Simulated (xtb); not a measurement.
C6H5Cl, charge +1, doublet, from a rough starting geometry (a state made from the parent by changing its charge; the spin is typed, not shown lowest); GFN2-xTB (xtb).

xtb was given this input:
```
$ xtb mol.xyz --gfn 2 --chrg 1 --uhf 1 --opt vtight --json

# file mol.xyz
12

Cl     3.00835757     0.25172501     0.00069528
C      1.35169873     0.12519720    -0.02844680
C      0.52504426     1.18949236     0.00398961
C     -0.82952360     1.15221771     0.00742243
C     -1.38041199    -0.11392735     0.00940540
C     -0.67193632    -1.29213814     0.00382655
C      0.73397306    -1.17332759    -0.01093254
H      0.99994658     2.25857896     0.07736092
H     -1.43538296     2.01775611     0.01155885
H     -2.49514355    -0.16466137    -0.00640113
H     -1.10111189    -2.24673896    -0.03498801
H      1.36050958    -2.04439289    -0.04735537
```

What the program printed (banner, timings and long lists left out):

```
   ID    Z sym.   atoms
    1   17 Cl     1
    2    6 C      2-7
    3    1 H      8-12

           -------------------------------------------------
          |                Calculation Setup                |
           -------------------------------------------------

           -------------------------------------------------
          |                 G F N 2 - x T B                 |
           -------------------------------------------------

          ...................................................
          :                      SETUP                      :
          :.................................................:
          :  # basis functions                  39          :
          :  # atomic orbitals                  38          :
          :  # shells                           20          :
          :  # electrons                        35          :
          :  max. iterations                   250          :
          :  Hamiltonian                  GFN2-xTB          :
          :  restarted?                      false          :
          :  GBSA solvation                  false          :
          :  PC potential                    false          :
          :  electronic temp.          300.0000000     K    :
          :  accuracy                    1.0000000          :
          :  -> integral cutoff          0.2500000E+02      :
          :  -> integral neglect         0.1000000E-07      :
          :  -> SCF convergence          0.1000000E-05 Eh   :
          :  -> wf. convergence          0.1000000E-03 e    :
          :  Broyden damping             0.4000000          :
          :  net charge                          1          :
          :  unpaired electrons                  1          :
          ...................................................

 iter      E             dE          RMSdq      gap      omega  full diag
   1    -19.6834600 -0.196835E+02  0.582E+00    3.74       0.0  T
   2    -19.6997209 -0.162608E-01  0.404E+00    4.40       1.0  T
   3    -19.6844479  0.152730E-01  0.240E+00    3.88       1.0  T
   4    -19.7135280 -0.290802E-01  0.897E-01    4.32       1.0  T
   5    -19.7202657 -0.673762E-02  0.255E-01    4.29       1.0  T
   6    -19.7204253 -0.159622E-03  0.159E-01    4.28       1.0  T
   7    -19.7204181  0.721084E-05  0.158E-01    4.27       1.0  T
   8    -19.7204811 -0.630008E-04  0.112E-01    4.28       1.0  T
   9    -19.7205611 -0.800415E-04  0.653E-02    4.28       1.0  T
  10    -19.7205730 -0.118419E-04  0.467E-02    4.28       1.0  T
  11    -19.7205813 -0.837410E-05  0.174E-02    4.28       1.7  T
  12    -19.7205836 -0.223686E-05  0.467E-03    4.28       6.2  T
  13    -19.7205837 -0.124344E-06  0.128E-03    4.28      22.6  T
  14    -19.7205837 -0.405205E-08  0.580E-04    4.28      49.8  T
  15    -19.7205837 -0.108644E-08  0.383E-04    4.28      75.4  T

   *** convergence criteria satisfied after 15 iterations ***

         :::::::::::::::::::::::::::::::::::::::::::::::::::::
         ::                     SUMMARY                     ::
         :::::::::::::::::::::::::::::::::::::::::::::::::::::
         :: total energy             -19.411901479995 Eh    ::
         :: gradient norm              0.160696017771 Eh/a0 ::
         :: HOMO-LUMO gap              4.277665495315 eV    ::
         ::.................................................::
         :: SCC energy               -19.720572368998 Eh    ::
         :: -> isotropic ES            0.099425396055 Eh    ::
         :: -> anisotropic ES         -0.020057065747 Eh    ::
         :: -> anisotropic XC          0.011244822062 Eh    ::
         :: -> dispersion             -0.008771804478 Eh    ::
         :: repulsion energy           0.308670889003 Eh    ::
         :: add. restraining           0.000000000000 Eh    ::
         :: total charge               1.000000000008 e     ::
         :::::::::::::::::::::::::::::::::::::::::::::::::::::

      -----------------------------------------------------------
     |                   =====================                   |
     |                        A N C O P T                        |
     |                   =====================                   |
     |               Approximate Normal Coordinate               |
     |                Rational Function Optimizer                |
      -----------------------------------------------------------
      -----------------------------------------------------------
     |                   =====================                   |
     |                        A N C O P T                        |
     |                   =====================                   |
     |               Approximate Normal Coordinate               |
     |                Rational Function Optimizer                |
      -----------------------------------------------------------

          ...................................................
          :                      SETUP                      :
          :.................................................:
          :   optimization level         verytight          :
          :   max. optcycles                   240          :
          :   ANC micro-cycles                  20          :
          :   degrees of freedom                30          :
          :.................................................:
          :   RF solver                   davidson          :
          :   write xtbopt.log                true          :
          :   linear?                        false          :
          :   energy convergence         0.1000000E-06 Eh   :
          :   grad. convergence          0.2000000E-03 Eh/α :
          :   maxmium RF displ.          1.0000000          :
          :   Hlow (freq-cutoff)         0.1000000E-01      :
          :   Hmax (freq-cutoff)         5.0000000          :
          :   S6 in model hess.         20.0000000          :
[...]
 * total energy  :   -19.4119015 Eh     change       -0.5815934E-09 Eh
 * total energy  :   -19.4254912 Eh     change       -0.1358975E-01 Eh
 * total energy  :   -19.4280284 Eh     change       -0.2537121E-02 Eh
 * total energy  :   -19.4283638 Eh     change       -0.3354099E-03 Eh
 * total energy  :   -19.4284141 Eh     change       -0.5033525E-04 Eh
 * total energy  :   -19.4284234 Eh     change       -0.9311463E-05 Eh
 * total energy  :   -19.4284248 Eh     change       -0.1429172E-05 Eh
 * total energy  :   -19.4284250 Eh     change       -0.1883857E-06 Eh
 * total energy  :   -19.4284250 Eh     change       -0.1629446E-07 Eh
   *** GEOMETRY OPTIMIZATION CONVERGED AFTER 9 ITERATIONS ***
         :: total energy             -19.428425043681 Eh    ::
[...]
         :: -> isotropic ES            0.099058471115 Eh    ::
         :: -> anisotropic ES         -0.021084049002 Eh    ::
         :: -> anisotropic XC          0.011455547689 Eh    ::
         :: -> dispersion             -0.008726540035 Eh    ::
         :: repulsion energy           0.290339840349 Eh    ::
         :: add. restraining           0.000000000000 Eh    ::
         :: total charge               1.000000000000 e     ::
         :::::::::::::::::::::::::::::::::::::::::::::::::::::

           -------------------------------------------------
          |                Property Printout                |
           -------------------------------------------------

    * Orbital Energies and Occupations

         #    Occupation            Energy/Eh            Energy/eV
      -------------------------------------------------------------
         1        2.0000           -1.2583984             -34.2428
       ...           ...                  ...                  ...
         6        2.0000           -0.7908332             -21.5197
         7        2.0000           -0.7463251             -20.3085
         8        2.0000           -0.7262269             -19.7616
         9        2.0000           -0.7186550             -19.5556
        10        2.0000           -0.7119741             -19.3738
        11        2.0000           -0.6896339             -18.7659
        12        2.0000           -0.6869804             -18.6937
        13        2.0000           -0.6673483             -18.1595
        14        2.0000           -0.6475131             -17.6197
        15        2.0000           -0.6414227             -17.4540
        16        2.0000           -0.6270010             -17.0616
        17        1.9996           -0.6244493             -16.9921
        18        1.0004           -0.6094853             -16.5849 (HOMO)
        19                         -0.4592106             -12.4958 (LUMO)
        20                         -0.4389602             -11.9447
        21                         -0.3312112              -9.0127
        22                         -0.3240749              -8.8185
        23                         -0.2084094              -5.6711
        24                         -0.2036567              -5.5418
        25                         -0.2035674              -5.5394
        26                         -0.1873666              -5.0985
        27                         -0.0813493              -2.2136
        28                         -0.0605592              -1.6479
        29                         -0.0381449              -1.0380
       ...                                ...                  ...
        38                          0.4244871              11.5509
      -------------------------------------------------------------
                  HL-Gap            0.1502747 Eh            4.0892 eV
             Fermi-level           -0.5756420 Eh          -15.6640 eV

     #   Z          covCN         q      C6AA      α(0)
     1  17 Cl       0.977     0.178    94.007    14.833
     2   6 C        2.881     0.140    24.944     8.188
     3   6 C        2.950    -0.003    28.101     8.695
     4   6 C        2.910     0.008    27.849     8.653
     5   6 C        2.916     0.039    27.116     8.539
     6   6 C        2.910     0.008    27.849     8.653
     7   6 C        2.950    -0.003    28.101     8.695
     8   1 H        0.926     0.126     1.565     1.956
     9   1 H        0.926     0.125     1.573     1.961
    10   1 H        0.926     0.130     1.532     1.935
    11   1 H        0.926     0.125     1.573     1.961
    12   1 H        0.926     0.126     1.565     1.956

 Mol. C6AA /au·bohr⁶  :       2236.222667
 Mol. C8AA /au·bohr⁸  :      63971.634366
 Mol. α(0) /au        :         76.026127

Wiberg/Mayer (AO) data.
largest (>0.10) Wiberg bond orders for each atom

 ---------------------------------------------------------------------------
     #   Z sym  total        # sym  WBO       # sym  WBO       # sym  WBO
 ---------------------------------------------------------------------------
     1  17 Cl   1.537 --     2 C    1.250     5 C    0.101
     2   6 C    3.877 --     7 C    1.254     3 C    1.254     1 Cl   1.250
     3   6 C    3.963 --     4 C    1.542     2 C    1.254     8 H    0.954
     4   6 C    3.972 --     3 C    1.542     5 C    1.323     9 H    0.955
     5   6 C    3.880 --     4 C    1.323     6 C    1.323    10 H    0.957
                             1 Cl   0.101
     6   6 C    3.972 --     7 C    1.542     5 C    1.323    11 H    0.955
     7   6 C    3.963 --     6 C    1.542     2 C    1.254    12 H    0.954
     8   1 H    0.984 --     3 C    0.954
     9   1 H    0.984 --     4 C    0.955
    10   1 H    0.983 --     5 C    0.957
    11   1 H    0.984 --     6 C    0.955
    12   1 H    0.984 --     7 C    0.954
 ---------------------------------------------------------------------------

Topologies differ in total number of bonds
Writing topology from bond orders to xtbtopo.mol

molecular dipole:
                 x           y           z       tot (Debye)
 q only:        0.583       0.039      -0.002
   full:        1.162       0.086      -0.001       2.961
molecular quadrupole (traceless):
                xx          xy          yy          xz          yz          zz
 q only:        8.504       0.513       2.049      -0.005       0.203     -10.553
  q+dip:       14.869       1.101       1.027      -0.004       0.272     -15.897
   full:       13.509       1.168      -1.166      -0.000       0.179     -12.343

optimized geometry written to: xtbopt.xyz

           -------------------------------------------------
          | TOTAL ENERGY              -19.428425043681 Eh   |
          | GRADIENT NORM               0.000051840142 Eh/α |
          | HOMO-LUMO GAP               4.089182870529 eV   |
           -------------------------------------------------
```
